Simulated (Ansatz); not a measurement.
The cluster Li₅Al₃ (the lowest singlet isomer of a short search). The state is a singlet with charge 0. Geometry r2SCAN-D4/def2-SVP, basis def2-TZVP, Ansatz.

Cartesian coordinates in Å:
```
Al -0.3744 -0.4678 -0.6755
Al -0.7639 1.9471 0.0697
Al 1.1186 0.5038 1.2740
Li 0.1253 -1.9786 1.5393
Li 2.2267 -1.2775 -0.4065
Li -0.7727 -2.6547 -1.9255
Li -2.2941 0.9184 -1.9146
Li 0.7344 3.0092 2.0391
```

```tsv
run	HOMO (eV)	LUMO (eV)
A	-3.48	-1.30
B	-2.94	-1.67
C	-3.15	-1.52
D	-2.75	-1.79
E	-3.48	-1.42
F	-3.31	-1.54
```

B3LYP takes the VWN-RPA correlation. Another isomer (singlet) lies 0.03 eV lower at PBE0-D4/def2-TZVP; other spin states weren't run for this one.

Q: The runs used B3LYP, BLYP, PBE0, r2SCAN, r2SCAN0, r2SCANh. Estimate which is which.

A: A r2SCAN0 (25 % exact exchange); B r2SCAN (0 % exact exchange); C r2SCANh (10 % exact exchange); D BLYP (0 % exact exchange); E PBE0 (25 % exact exchange); F B3LYP (20 % exact exchange). Exact exchange lowers occupied and raises empty levels; among semilocal functionals meta-GGAs tend to open the gap a little, and such runs are hard to tell apart. The gap grows from 0.96 eV (BLYP) to 2.18 eV (r2SCAN0). The restricted singlet is unstable towards broken spin symmetry in Hartree–Fock (as tested in another run); at r2SCAN0-D4/def2-TZVP, r2SCAN-D4/def2-TZVP, r2SCANh-D4/def2-TZVP, BLYP-D4/def2-TZVP and others this wasn't settled.
